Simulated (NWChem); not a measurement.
# SF, doublet; SMILES F[S]

All runs: NWChem. Pople sets run with spherical d functions. Spin-unrestricted. The state is orbitally degenerate and is run as one real component. The geometry was optimised at PBE0/def2-SVP, spin-unrestricted. No stability test was run on the SCF state. Solvent water, SMD (1 M gas to 1 M solution), gas-phase geometry. Reactions with the solvent are ignored.

```tsv
level	basis functions	solvation free energy (kcal/mol)	cavity-dispersion-structure term (kcal/mol)	dipole in solution (D)
PBE0/STO-3G	14	0.4	0.6	0.09
PBE0/3-21G	22	-0.2	0.6	0.91
PBE0/6-31G*	32	-0.2	0.6	1.01
PBE0/6-31+G*	40	-0.4	0.6	1.21
PBE0/6-311G**	44	-0.5	0.6	1.32
PBE0/6-311++G**	52	-0.5	0.6	1.34
```
